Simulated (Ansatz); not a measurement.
`C[Si]O` + HBr → `O[Si]Br` + CH₄ at 298.15 K and 1 bar (ligand exchange at the Si–C bond).

Program: Ansatz. Geometries: PBE0-D4/def2-TZVP. ΔE: electronic, gas phase. CCSD(T)/CBS is the MP2 limit (def2-TZVPP, def2-QZVPP) plus CCSD(T) − MP2 in def2-TZVPP, frozen cores. This one scheme is used for every species. For Br outer-core shells are correlated without core-valence functions, which leaves a few kJ/mol of doubt a bond. Scalar relativity is left out up to krypton. One conformer a species, not always the lowest.

```csv
species,CCSD(T)/CBS energy (Eh),H − E (kJ/mol),S (J/(mol·K))
`C[Si]O`,-404.71755,145.1,290.6
HBr,-2573.91920,24.6,198.6
`O[Si]Br`,-2938.23569,52.8,291.2
CH₄,-40.46206,127.4,186.2
```

H − E and S are ideal-gas, rigid-rotor, harmonic terms from PBE0-D4/def2-TZVP, for one conformer and one mirror image of each species. 1 Eh = 2625.50 kJ/mol, R = 8.31446 J/(mol·K).

Task: By hand: ΔE, ΔH, ΔS and ΔG.

Result: ΔE = (-2938.23569) + (-40.46206) − (-404.71755) − (-2573.91920) = -0.06100 Eh = -160.2 kJ/mol. Δ(H − E) = 52.8 + 127.4 − 145.1 − 24.6 = 10.5, so ΔH = -149.7 kJ/mol. ΔS = 291.2 + 186.2 − 290.6 − 198.6 = -11.8 J/(mol·K). ΔG = -149.7 − 298.15 × (-11.8)/1000 = -146.2 kJ/mol.

Task: By hand: the equilibrium constant, and the temperature at which ΔG would vanish if ΔH and ΔS stayed fixed.

Result: log₁₀ K = −ΔG/(RT ln 10) = 25.6. ΔG = 0 at ΔH/ΔS = 12686 K, far beyond where these terms or the molecules hold.

The number of gas molecules stays the same, so ΔS is small and ΔH decides. A doubt of 5 kJ/mol in ΔE shifts log₁₀ K by 0.9 here. Other conformers and mirror images would add mixing entropy, several J/(mol·K) or more a flexible species. These are equilibria of isolated gas molecules and say nothing of rates. Largest T1 diagnostic: 0.014 (customary marks: 0.02 for closed shells, 0.045 for open ones).
